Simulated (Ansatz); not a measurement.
Reaction (formal exchange of groups at a B–O bond): `COB(O)O` + `O=C[Te][SiH3]` → `OB(O)[Te][SiH3]` + `COC=O`

Gas-phase electronic energies from Ansatz, PBE0-D4/def2-TZVP geometries. CCSD(T)/CBS is the MP2 limit (def2-TZVPP, def2-QZVPP) plus CCSD(T) − MP2 in def2-TZVPP, frozen cores. Functionals use def2-TZVPP. B3LYP here is the variant with VWN-RPA as its local correlation; programs differ in this. Elements past krypton have def2 core potentials. For Te outer-core shells are correlated without core-valence functions, which leaves a few kJ/mol of doubt a bond. Each species was taken in one conformer, which may not be the lowest.

`COB(O)O`:

```xyz
10

C     0.451   -0.726    1.282
O    -0.590   -0.120    0.543
B    -0.340    0.411   -0.684
O    -1.357    0.994   -1.389
O     0.917    0.367   -1.217
H     0.878   -1.574    0.742
H     1.251   -0.012    1.495
H     0.026   -1.078    2.222
H    -2.188    0.962   -0.910
H     0.952    0.776   -2.084
```

`O=C[Te][SiH3]`:

Z-matrix (Å, degrees):
```
Si
Te 1 2.492
H 1 1.489 2 104.8
H 1 1.483 2 111.3 3 118.8
H 1 1.483 2 111.3 3 -118.8
C 2 2.162 1 92.1 3 0.1
O 6 1.185 2 123.4 1 180.0
H 6 1.108 2 112.4 1 -0.0
```

`OB(O)[Te][SiH3]`:

```xyz
10

O    -1.174    0.268   -1.178
B    -1.488    0.105    0.130
O    -2.767    0.250    0.548
Te   -0.073   -0.419    1.727
Si    1.967   -0.212    0.322
H    -0.250    0.103   -1.390
H    -3.366    0.452   -0.179
H     2.921   -1.297    0.656
H     1.587   -0.352   -1.117
H     2.643    1.101    0.481
```

`COC=O`:

```xyz
8

C     0.681    0.668    0.378
O    -0.693    0.296    0.271
C    -0.929   -0.801   -0.442
O    -0.103   -1.476   -0.981
H     1.102    0.861   -0.609
H     0.698    1.571    0.984
H     1.255   -0.125    0.858
H    -2.012   -0.995   -0.460
```

| level | ΔE (kJ/mol) | difference from CCSD(T)/CBS |
| --- | --- | --- |
| PBE-D4 | 31.0 | -2.4 |
| r2SCAN-D4 | 34.6 | 1.2 |
| PBE0-D4 | 25.5 | -7.9 |
| B3LYP-D4 | 38.4 | 5.0 |
| PBE | 32.6 | -0.8 |
| r2SCAN | 34.9 | 1.5 |
| CCSD/def2-TZVPP | 31.1 | -2.3 |
| CCSD(T)/def2-TZVPP | 30.6 | -2.8 |
| HF/def2-QZVPP | 32.5 | -0.9 |
| MP2/CBS(def2) | 29.0 | -4.4 |
| CCSD(T)/CBS | 33.4 | 0 |

Largest T1 diagnostic among the species: 0.016.

From PBE to PBE0 (25 % exact exchange), in def2-TZVPP and without D4, ΔE moves by −5.6 kJ/mol.
